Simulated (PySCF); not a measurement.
B(Cl)(H)(SeH), SMILES ClB[SeH] at its PBE0/def2-SVP optimised geometry (Å):

```
5

B     -0.3408     0.7479     0.0000
Cl     1.4071     0.7479     0.0000
H     -0.9317     1.7954     0.0000
Se    -1.4071    -0.8419     0.0001
H     -0.2852    -1.7954     0.0002
```

Method: PBE0/def2-TZVP (PySCF 2.14.0).

Map of the log10 of the electron density (e/bohr³), floored at −4 on the plane z = 1.2 Å:

```
|0000000000000000000000000000000|
|0000000000000000000000000000000|
|0000000000000000000000000000000|
|0000000000011100000000000000000|
|0000000001222211101111000000000|
|0000000012333332222222211000000|
|0000000123444443333444332100000|
|0000000234555554445555543210000|
|0000001234566665556666654321000|
|0000001245666666667777765431000|
|0000002345667776778888876532000|
|0000012345667777788999876542100|
|0000123456677777788999987542100|
|0001234566777777788999886542100|
|0012345677888877778898876532000|
|0013456788888877777888765432000|
|0123567889998877666777665421000|
|0124567899999876655565544320000|
|0124567899999876544444433210000|
|0124567899999876543333321000000|
|0124567899998876543222110000000|
|0123456788888766543210000000000|
|0012456677777765432100000000000|
|0012345566666655432100000000000|
|0001233445555544321000000000000|
|0000122333444433210000000000000|
|0000001122222222100000000000000|
|0000000001111110000000000000000|
|0000000000000000000000000000000|
|0000000000000000000000000000000|
|0000000000000000000000000000000|
```
Scale: ten equal steps from -4.00 (start of '0') to -1.36 (end of '9'), in the order '0123456789'; x runs from -4.00 to 4.00, y from -4.00 (bottom) to 4.00 (top).
